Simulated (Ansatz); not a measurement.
Reactions of C2H8O2Sn (`C[O][SnH2][O]C`).

Isolated molecules relaxed with PBE0-D4/def2-TZVP in Ansatz; ΔE leaves out vibrations. CBS: MP2 limit from def2 TZ/QZ plus the TZ coupled-cluster correction, frozen cores. This one scheme is used for every species. DFT in def2-TZVPP. Elements past krypton have def2 core potentials. For Se, Sn outer-core shells are correlated without core-valence functions, which leaves a few kJ/mol of doubt a bond. Scalar relativity is left out up to krypton. One conformer a species, not always the lowest.

```csv
reaction,CCSD(T)/CBS(def2) (kJ/mol)
`C[O][SnH2][O]C` → `C[O][Sn][O]C` + H₂,-24
`C[O][SnH2][O]C` → `C[O][SnH3]` + `C=O`,141
`C[O][SnH2][O]C` + `C[SeH]` → `C[O][SnH2][Se]C` + CH₃OH,?
`C[O][SnH2][O]C` + `OC[SiH2]O` → `COC[SiH2]O` + `C[O][SnH2][OH]`,-10
`C[O][SnH2][O]C` + `O[SiH2]F` → `CO[SiH2]F` + `C[O][SnH2][OH]`,4
```

Problem. Fill in the missing values. (Best estimate.)

Solution. Computed: `C[O][SnH2][O]C` + `C[SeH]` → `C[O][SnH2][Se]C` + CH₃OH: -57.7 kJ/mol.

Largest T1 diagnostic: 0.017, for `C[O][Sn][O]C`.
